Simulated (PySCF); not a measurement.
**Exercise with solution: chemical shift, span and skew from a shielding tensor**

CH5AlClN, SMILES [CH3][Al]([NH2])[Cl]. Atoms are numbered in the order given.

```xyz
9

Al    -0.0702    -0.3936     0.0000
Cl     0.2199     1.7081     0.0000
C      1.4539    -1.6008     0.0000
H      2.0891    -1.4283     0.8852
H      1.1519    -2.6608     0.0000
H      2.0891    -1.4283    -0.8852
N     -1.7524    -0.9381     0.0000
H     -2.0530    -1.9082     0.0000
H     -2.5606    -0.3228     0.0000
```

Geometry optimised at B3LYP-D3(BJ)/def2-SVP. The values are those of a single conformer.

GIAO shieldings from PySCF with KT2/pcSseg-1, non-relativistic, no solvent. The symmetric part of the tensor of C3 has the principal values 192.9, 193.0, 204.0 ppm. The same nucleus in TMS has σ = 185.1 ppm at this level (PySCF, at its B3LYP-D3(BJ)/def2-TZVP geometry). Without spin–orbit terms, shifts of atoms bonded to Cl or Br come out too high.

**Question.** Work out the isotropic shielding, the ¹³C shift against TMS, the span and the skew.

**Answer.** 
σ(iso) = (σ11 + σ22 + σ33)/3 = 196.6 ppm. δ = σ(ref) − σ(iso) = 185.1 − (196.6) = -11.5 ppm.
Span Ω = σ33 − σ11 = 11.1 ppm. Skew κ = 3(σ(iso) − σ22)/Ω = 0.98, an axial tensor. Tumbling in solution averages the tensor to δ; in a static solid the shielding alone would spread this spin-1/2 line over Ω.
